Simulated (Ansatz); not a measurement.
K₃Sn₃I₉. Total charge 0; singlet. Geometry r2SCAN-D4/def2-SVP; atoms count from 1.

```tsv
atom	x (Å)	y (Å)	z (Å)
K1	-0.4451	-2.2848	-3.0093
K2	-4.1548	2.0949	0.5010
K3	-2.2539	-1.4359	2.7974
Sn4	3.3699	-0.4097	-2.4082
Sn5	0.0527	1.3989	-0.5713
Sn6	2.3482	-0.2554	2.4372
I7	1.0508	-2.4859	3.7652
I8	-4.7678	0.6257	3.3550
I9	1.8861	-1.8184	-0.1614
I10	-1.4319	3.8506	-0.8913
I11	3.0524	2.1100	-0.1190
I12	-2.4924	-0.7607	-0.7287
I13	-0.0778	1.3785	2.6176
I14	1.0182	0.8732	-3.6460
I15	2.8452	-2.8809	-3.9384
```

In the def2 sets I, Sn take a core potential; there is no spin–orbit coupling. Single mean-field runs in def2-TZVP are fitted with def2-universal-jkfit. Another isomer (singlet) lies 0.45 eV lower at PBE0-D4/def2-TZVP; other spin states weren't run for this one.

(1) Estimate the Mulliken populations from the PBE0/def2-TZVP orbitals of Ansatz.

(2) And the Mayer bond orders between heavy atoms (over 0.3)?

Answers

(1) 
```tsv
atom	charge (e)
K1	0.71
K2	0.70
K3	0.71
Sn4	0.49
Sn5	0.63
Sn6	0.49
I7	-0.40
I8	-0.72
I9	-0.19
I10	-0.41
I11	-0.39
I12	-0.66
I13	-0.25
I14	-0.30
I15	-0.42
```
Mulliken values depend strongly on the basis.

(2) Sn4–I9 0.59 (3.04 Å); Sn4–I14 0.74 (2.95 Å); Sn4–I15 0.75 (2.95 Å); Sn5–I10 0.78 (2.88 Å); Sn5–I11 0.48 (3.12 Å); Sn5–I13 0.36 (3.19 Å); Sn6–I7 0.83 (2.90 Å); Sn6–I9 0.56 (3.07 Å); Sn6–I13 0.76 (2.93 Å).
